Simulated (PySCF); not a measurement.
TaO2F, SMILES [O]=[Ta](=[O])[F], multiplicity 1. Atoms are numbered in the order given.

```xyz
4

Ta    -0.0356    -0.1564     0.0000
O     -0.8429     0.4944     1.3977
O     -0.8429     0.4944    -1.3977
F      1.7873     0.3892     0.0000
```
Charge 0, spin multiplicity 1.

Geometry optimised at B3LYP-D3(BJ)/def2-TZVP. The spin state was assumed, not searched. The def2 effective core potentials stand for the cores of Ta; spin–orbit coupling is left out.

The numbers are results of PySCF with PBE/def2-TZVPD, not measurements.

Mulliken values depend strongly on the basis, most of all with diffuse functions as here. ESP charges are fitted to the potential on shells at 1.4 to 2.0 van der Waals radii. Atomic charges (e):

```
atom  Mulliken  ESP fit
----  --------  -------
Ta1       1.54      [?]
O2       -0.54      [?]
O3       -0.54      [?]
F4       -0.45      [?]
```

**Question.** Complete the blanks. (The exact figures need the calculation; the answer reports its results.)

**Answer.** 
- Ta1, ESP fit: 1.78
- O2, ESP fit: -0.66
- O3, ESP fit: -0.66
- F4, ESP fit: -0.46
